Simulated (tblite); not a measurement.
Compound: C₆H₈F₃ (charge +1).
Numbering: `[CH2:1]=[CH:2][CH+:3][CH2:4][CH2:5][C:6]([F:7])([F:8])[F:9]` (hydrogens: H10, H11 on C1; H12 on C2; H13 on C3; H14, H15 on C4; H16, H17 on C5)
Bond orders are those of one Lewis drawing.

Computed with GFN2-xTB (tblite), gas phase: nudged elastic band of 9 images (0 to 8), spring 0.2 eV/Å², climbing image at the end, force threshold 0.05 eV/Å. No saddle search or frequency run followed, so the top image need not be a first-order saddle, and its height can exceed the method's true barrier by a kcal/mol or more.

Path: rotation about C5–C6 (chain CH2 carbon, CF3 carbon), followed by the dihedral C4–C5–C6–F8, from 59° to 180°. Start geometry (image 0):
```
atom  x, y, z in Å
C1      3.230    0.010   -0.077
C2      1.875    0.038   -0.180
C3      1.061   -0.102    0.951
C4     -0.373   -0.093    0.978
C5     -1.140    0.080   -0.327
C6     -2.643    0.053   -0.039
F7     -3.360    0.192   -1.143
F8     -2.980    1.034    0.809
F9     -2.992   -1.100    0.547
H10     3.862    0.116   -0.947
H11     3.729   -0.121    0.874
H12     1.415    0.171   -1.151
H13     1.560   -0.231    1.908
H14    -0.705   -1.012    1.502
H15    -0.693    0.669    1.717
H16    -0.932   -0.729   -1.031
H17    -0.921    1.038   -0.804
```

The first guess turns that dihedral rigidly in even steps and adds one set of random displacements (0.04 Å standard deviation a coordinate) to every inner image. Energies of the images above image 0 (eV) in the early part of the optimisation:

```
iteration      1      2      3      4      5      6      7      8
        0  1.316  1.364  1.415  1.439  1.426  1.387  1.350  0.000
       10  0.043  0.087  0.129  0.145  0.127  0.083  0.040  0.000
       20  0.024  0.065  0.104  0.119  0.102  0.062  0.022  0.000
       30  0.022  0.062  0.100  0.115  0.098  0.059  0.019  0.000
```

Question: Where does the band end, and how far was the first guess from it?

Answer: Final energies, images 1 to 8: 0.019, 0.057, 0.091, 0.103, 0.088, 0.053, 0.016, 0.000 eV. The highest point drops from 1.44 eV (image 4) to 0.103 eV (image 4), by 1.34 eV. Image 4 moved by 0.06 Å rms, its dihedral from 123° to 120°. The end images are fixed. The true force on the top image ends at 0.046 eV/Å, and the largest on any image at 0.06 eV/Å; away from the top, the method drives only the force across the path to zero. The last saved iteration is 40.

What follows is the cost of the whole band run. Cost: about 8 s of CPU time on one thread; the machine was shared, so the figure is rough.
